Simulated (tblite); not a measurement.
C8H14BN.
Atom-mapped SMILES: `[CH3:1][CH:2]([CH3:3])[BH2-:4][n+:5]1[cH:6][cH:7][cH:8][cH:9][cH:10]1` (hydrogens: H11, H12, H13 on C1; H14 on C2; H15, H16, H17 on C3; H18, H19 on B4; H20 on C6; H21 on C7; H22 on C8; H23 on C9; H24 on C10)
Bond orders are those of one Lewis drawing.

Computed with GFN2-xTB (tblite), gas phase: L-BFGS steps from a force-field or distance-geometry start until the largest atomic force falls under 0.01 eV/Å.

Geometry at step 34:
```
atom  x, y, z in Å
C1     -2.1303    0.8589    0.4217
C2     -1.8467   -0.2605   -0.5779
C3     -1.7560   -1.5948    0.1779
B4     -0.5254    0.0714   -1.5263
N5      0.7025    0.1788   -0.5957
C6      1.4750   -0.8762   -0.3325
C7      2.5959   -0.8088    0.4699
C8      2.9500    0.4085    1.0289
C9      2.1043    1.4860    0.8141
C10     0.9973    1.3335    0.0044
H11    -1.3156    0.9408    1.1454
H12    -2.2248    1.8134   -0.0903
H13    -3.0481    0.6830    0.9861
H14    -2.6809   -0.3110   -1.2866
H15    -1.0116   -2.2473   -0.2731
H16    -1.4825   -1.4342    1.2241
H17    -2.7026   -2.1358    0.1684
H18    -0.3144   -0.8108   -2.2958
H19    -0.6539    1.1263   -2.0649
H20     1.1803   -1.8099   -0.7809
H21     3.1866   -1.6918    0.6555
H22     3.8449    0.5079    1.6231
H23     2.3182    2.4330    1.2806
H24     0.3260    2.1597   -0.1686
```

Task: Give the atomic forces at this geometry.

Result: 
| atom | Fx (eV/Å) | Fy (eV/Å) | Fz (eV/Å) |
| --- | --- | --- | --- |
| C1 | -0.008 | 0.051 | 0.015 |
| C2 | -0.004 | 0.000 | 0.105 |
| C3 | 0.016 | -0.043 | -0.021 |
| B4 | 0.080 | 0.004 | 0.018 |
| N5 | 0.059 | 0.025 | 0.097 |
| C6 | -0.017 | -0.050 | 0.023 |
| C7 | -0.007 | -0.021 | -0.008 |
| C8 | -0.018 | -0.039 | 0.069 |
| C9 | 0.071 | 0.028 | 0.067 |
| C10 | 0.058 | 0.040 | 0.097 |
| H11 | -0.045 | -0.001 | -0.003 |
| H12 | -0.055 | 0.030 | -0.014 |
| H13 | 0.001 | -0.052 | -0.072 |
| H14 | 0.017 | -0.008 | 0.117 |
| H15 | -0.042 | -0.049 | 0.019 |
| H16 | 0.066 | -0.022 | -0.138 |
| H17 | -0.019 | 0.094 | 0.022 |
| H18 | -0.036 | -0.097 | -0.028 |
| H19 | -0.043 | 0.047 | -0.003 |
| H20 | -0.014 | -0.011 | -0.129 |
| H21 | -0.004 | -0.017 | -0.070 |
| H22 | -0.026 | 0.012 | 0.030 |
| H23 | -0.052 | 0.107 | -0.052 |
| H24 | 0.022 | -0.028 | -0.142 |

The largest, 0.15 eV/Å, acts on H16; the rms over all components is 0.055 eV/Å. The forces sum to zero within rounding, as they must for an isolated molecule in no field.

Task: Give the force on H16 in Eh/bohr and in nN.

Result: 0.155 eV/Å ÷ 51.422 = 0.00301 Eh/bohr, and 0.155 eV/Å × 1.602 = 0.25 nN.

Task: How far is this geometry from the end of the optimisation?

Result: 0.138 eV above it, and 0.281 Å rms away after alignment. The bonds farthest from their final lengths, with half the difference of the two atoms' forces along the bond (positive lengthens):

| bond | now (Å) | final (Å) | force along bond (eV/Å) |
| --- | --- | --- | --- |
| C2–C3 | 1.536 | 1.526 | -0.01 |
| C2–B4 | 1.660 | 1.664 | +0.06 |
| B4–H18 | 1.190 | 1.192 | +0.04 |
| C7–C8 | 1.386 | 1.388 | +0.01 |
| C6–H20 | 1.077 | 1.079 | +0.01 |
| C3–H16 | 1.093 | 1.092 | -0.05 |

The angle farthest from its final value is C2–B4–N5, 107.6° against 105.3°.

The cost below is that of the whole relaxation. Hardware: an Arm Neoverse N1 with one thread (shared host). Cost: 1.4 s.
